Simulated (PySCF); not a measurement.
Mg(Et)(OH) (C₂H₆MgO), SMILES C[CH2][Mg][OH]. Atoms are numbered in the order given.

```xyz
10

Mg     0.1636    -0.7383     0.0000
C      0.6394     1.3005     0.0000
C     -0.5611     2.2636     0.0000
H      1.2814     1.5134    -0.8758
H      1.2814     1.5134     0.8758
H     -1.2060     2.1221     0.8848
H     -1.2060     2.1221    -0.8848
H     -0.2548     3.3256     0.0000
O     -0.2338    -2.4663     0.0000
H     -0.4588    -3.3915     0.0000
```
Charge 0, spin multiplicity 1.

Geometry optimised at ωB97X-D3(BJ)/def2-SVP. The values are those of a single conformer.

Calculation: IEF-PCM-B3LYP/def2-SVP (PySCF 2.14.0).

The values are the electrostatic part of the solvation free energy, E(continuum) − E(gas) at the gas-phase geometry, in a cavity of scaled van der Waals radii (PySCF's table); cavitation and dispersion terms are not included. A continuum can't describe solvent molecules that bind to the metal. In vacuum the orbital gap is 5.62 eV. The dipole moment in vacuum is 0.22 D.

```tsv
solvent	ε	ΔG(elec) (kcal/mol)	dipole (D)	gap (eV)
water	78.36	-8.3	0.61	5.67
dimethylsulfoxide	46.83	-8.2	0.60	5.67
1-octanol	9.86	-7.2	0.54	5.66
```
